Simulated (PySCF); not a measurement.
Compound: C₅H₅NO.
Atom-mapped SMILES: `[CH2:1]=[C:2]=[C:3]=[CH:4][C:5]([NH2:6])=[O:7]` (hydrogens: H8, H9 on C1; H10 on C4; H11, H12 on N6)

The geometry is computed with GFN2-xTB (gas phase).

(1) List the bond lengths, angles and torsions at this level.

Results:

(1) 
| bond | length (bohr) |
| --- | --- |
| C1=C2 | 2.473 |
| C2=C3 | 2.378 |
| C3=C4 | 2.485 |
| C4–C5 | 2.802 |
| C5–N6 | 2.563 |
| C5=O7 | 2.293 |
| C1–H8, C1–H9 | 2.038 |
| C4–H10 | 2.043 |
| N6–H11, N6–H12 | 1.899 |

Bonds in one row agree within 0.02 bohr and their mean is given. A selection of angles:
| angle | degrees |
| --- | --- |
| C2–C1–H8 | 121.4 |
| H8–C1–H9 | 116.9 |
| C1–C2–C3 | 178.6 |
| C2–C3–C4 | 178.4 |
| C3–C4–C5 | 124.3 |
| C3–C4–H10 | 120.9 |
| C5–C4–H10 | 114.8 |
| C4–C5–N6 | 114.9 |
| C4–C5–O7 | 122.4 |
| N6–C5–O7 | 122.7 |
| C5–N6–H11 | 119.0 |
| C5–N6–H12 | 121.3 |
| H11–N6–H12 | 119.8 |

Dihedral angles: C3–C4–C5–N6 0° (synperiplanar).

N6 (amide nitrogen) is planar (angles 121.3°, 119.8° and 119.0°, sum 360.0°, 0.00 Å off the plane of its three neighbours). The C–C distances run from 1.258 Å (C2=C3, drawn double) to 1.483 Å (C4–C5, drawn single), a spread of 0.225 Å. Of the pairs four or more bonds apart, C3···H12 is among the closest relative to their van der Waals radii: 2.44 Å, 84 % of the sum of Bondi's values. The 7 heavy atoms lie in one plane (0.003 Å rms).

Point group: Cs (tolerance 0.08 Å). No GFN2-xTB frequencies stand behind this structure, so it isn't proved a minimum. One conformer, not necessarily the lowest.
